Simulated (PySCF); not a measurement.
Molecule: alpha-angelica lactone (CC1=CCC(=O)O1, C₅H₆O₂).

Cartesian coordinates in Å; atom numbers follow the order of the lines, from 1:
```xyz
13

C     2.0790    0.0114    0.0717
C     0.5970    0.0248    0.0133
C    -0.3123   -0.9058    0.2933
C    -1.6703   -0.3372    0.0510
C    -1.3326    1.0703   -0.4133
O    -2.0770    1.9471   -0.7381
O     0.0146    1.2093   -0.4088
H     2.4906    0.2242   -0.9135
H     2.4292   -0.9586    0.4106
H     2.4309    0.7842    0.7529
H    -0.1250   -1.9027    0.6369
H    -2.2942   -0.3010    0.9462
H    -2.2342   -0.8657   -0.7199
```

Frames of a GFN2-xTB Langevin trajectory at 200 K; GIAO PBE0/pcSseg-1 shieldings in PySCF, gas phase, non-relativistic; equivalent atoms averaged within each frame.

δ = σ(ref) − σ, references computed at the same level: ¹³C (σref 186.93) and ¹H (σref 31.72) against TMS; ¹⁷O (σref 336.08) vs H2O. The references are static minima.

How do the shifts (ppm) fluctuate along the trajectory?

Answers


```
         time (fs)     C5     C2     C3    C4    C1     O6     O7   H11  H12/H13  H8/H9/H10
               250  179.3  160.3  101.5  38.8  18.6  434.4  289.9  5.17     3.32       2.12
               425  183.7  164.1  112.0  39.0  19.7  457.1  285.1  5.98     3.68       2.29
               625  184.2  156.6  111.8  43.3  15.5  465.8  293.4  4.91     3.12       2.74
               800  181.3  164.0  110.4  43.4  16.8  453.7  290.5  5.03     2.91       2.24
              1000  177.2  159.3  102.2  36.8  13.1  422.4  309.2  4.89     3.30       1.92
    mean of frames  181.2  160.8  107.6  40.3  16.7  446.7  293.6  5.20     3.27       2.26
standard deviation    3.0    3.2    5.3   3.0   2.6   17.8    9.2  0.45     0.28       0.30
```

5 frames give an uncertainty of the mean of about the standard deviation over 2.2 at best, since frames this close in time may not be independent; classical motion lacks zero-point vibration, and the reference would need the same averaging.
